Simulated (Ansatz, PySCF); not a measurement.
Input for PySCF:
```python
from pyscf import gto, scf, mp

mol = gto.M(
    atom='''
Al   -0.083611    1.590593    0.930559
C     1.117525    3.024282    0.232748
H     2.164347    2.704985    0.241677
H     1.055640    3.950471    0.806066
H     0.882546    3.269118   -0.807794
C    -1.342096    1.627219    2.478961
H    -2.362704    1.383786    2.167924
H    -1.375904    2.596334    2.978950
H    -1.068800    0.881995    3.232295
O    -0.025803    0.139643    0.090612
Si    0.062616   -1.264324   -0.737812
O     1.219612   -2.207047   -0.106196
O     0.410283   -0.967273   -2.292212
O    -1.347680   -2.058223   -0.662546
H     1.045293   -2.635772    0.725870
H     1.264354   -0.600378   -2.499717
H    -2.098316   -1.693509   -1.120698
''',
    basis='sto-3g',
    charge=0,
    spin=0,
    verbose=4,
)

mf = scf.RHF(mol)
mf.kernel()

pt = mp.MP2(mf, frozen=16)
pt.kernel()
print('E(MP2) = %.10f' % pt.e_tot)
```

Q: Give the equivalent Ansatz (a program for electronic structure) input.

A: One answer among several that fit: 
Ansatz 0.2 input:
```yaml
crystal:
  periodic: [false, false, false]
  atoms:
    - {symbol: Al, position_ang: [-0.08361096, 1.59059272, 0.93055930]}
    - {symbol: C, position_ang: [1.11752489, 3.02428199, 0.23274765]}
    - {symbol: H, position_ang: [2.16434657, 2.70498471, 0.24167730]}
    - {symbol: H, position_ang: [1.05563987, 3.95047062, 0.80606611]}
    - {symbol: H, position_ang: [0.88254577, 3.26911754, -0.80779408]}
    - {symbol: C, position_ang: [-1.34209611, 1.62721872, 2.47896089]}
    - {symbol: H, position_ang: [-2.36270423, 1.38378647, 2.16792379]}
    - {symbol: H, position_ang: [-1.37590383, 2.59633354, 2.97894984]}
    - {symbol: H, position_ang: [-1.06879980, 0.88199479, 3.23229515]}
    - {symbol: O, position_ang: [-0.02580329, 0.13964329, 0.09061247]}
    - {symbol: Si, position_ang: [0.06261606, -1.26432402, -0.73781197]}
    - {symbol: O, position_ang: [1.21961170, -2.20704706, -0.10619565]}
    - {symbol: O, position_ang: [0.41028313, -0.96727297, -2.29221237]}
    - {symbol: O, position_ang: [-1.34768025, -2.05822347, -0.66254550]}
    - {symbol: H, position_ang: [1.04529252, -2.63577188, 0.72586984]}
    - {symbol: H, position_ang: [1.26435372, -0.60037842, -2.49971675]}
    - {symbol: H, position_ang: [-2.09831567, -1.69350873, -1.12069751]}
basis:
  gaussian:
    orbitals: STO-3G
magnetization: {spin_polarized: false}
correlation: {method: mp2, electrons: outside_noble_gas}
accuracy: high
```

Both were run: PySCF gave -900.504227 Eh and Ansatz -900.504227 Eh, 0.000 mEh apart.
